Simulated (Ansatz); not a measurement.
`COBCl` + HCl → `ClBCl` + CH₃OH at 700 K and 1 bar (ligand exchange at a B–O bond).

Program: Ansatz. Geometries: PBE0-D4/def2-TZVP. ΔE: electronic, gas phase. CCSD(T)/CBS adds triple-zeta CCSD(T) − MP2 to the extrapolated MP2 energy (def2 sets, frozen cores). This one scheme is used for every species. Each species was taken in one conformer, which may not be the lowest.

| species | CCSD(T)/CBS energy (Eh) | H − E (kJ/mol) | S (J/(mol·K)) |
| --- | --- | --- | --- |
| `COBCl` | -600.27977 | 205.1 | 384.0 |
| HCl | -460.38127 | 38.4 | 211.8 |
| `ClBCl` | -945.02167 | 75.0 | 318.4 |
| CH₃OH | -115.61712 | 170.8 | 288.5 |

H − E and S are ideal-gas, rigid-rotor, harmonic terms from PBE0-D4/def2-TZVP, for one conformer and one mirror image of each species. 1 Eh = 2625.50 kJ/mol, R = 8.31446 J/(mol·K).

Question: By hand: ΔE, ΔH, ΔS and ΔG.

Answer: ΔE = (-945.02167) + (-115.61712) − (-600.27977) − (-460.38127) = 0.02225 Eh = 58.4 kJ/mol. Δ(H − E) = 75.0 + 170.8 − 205.1 − 38.4 = 2.3, so ΔH = 60.7 kJ/mol. ΔS = 318.4 + 288.5 − 384.0 − 211.8 = 11.1 J/(mol·K). ΔG = 60.7 − 700 × (11.1)/1000 = 52.9 kJ/mol.

Question: By hand: the equilibrium constant, and the temperature at which ΔG would vanish if ΔH and ΔS stayed fixed.

Answer: log₁₀ K = −ΔG/(RT ln 10) = -3.9. ΔG = 0 at ΔH/ΔS = 5468 K, far beyond where these terms or the molecules hold.

The number of gas molecules stays the same, so ΔS is small and ΔH decides. A doubt of 5 kJ/mol in ΔE shifts log₁₀ K by 0.4 here. Other conformers and mirror images would add mixing entropy, several J/(mol·K) or more a flexible species. These are equilibria of isolated gas molecules and say nothing of rates. Largest T1 diagnostic: 0.012 (customary marks: 0.02 for closed shells, 0.045 for open ones).
